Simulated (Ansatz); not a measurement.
`[NH2+]1[AlH2-][NH2+][AlH2-]1`, charge 0, multiplicity 1.

**Question.** Give a relaxed structure at PBE0-D4/def2-TZVP (the Gaussian-basis code of Ansatz). (An estimate is asked.)

**Answer.** The calculation gave: 
Cartesian coordinates in Å:
```
N 1.1289 0.0736 -0.7513
Al 0.7824 -0.0517 1.1705
N -1.1288 -0.0768 0.7511
Al -0.7824 0.0544 -1.1703
H 1.6501 -0.7066 -1.1351
H 1.6126 0.9176 -1.0364
H 1.1654 1.3192 1.8834
H 1.2397 -1.4758 1.7154
H -1.6090 -0.9236 1.0337
H -1.6534 0.7001 1.1370
H -1.1695 -1.3124 -1.8887
H -1.2361 1.4821 -1.7091
```
Point group D2h.
This is one stationary point; other conformers may exist.
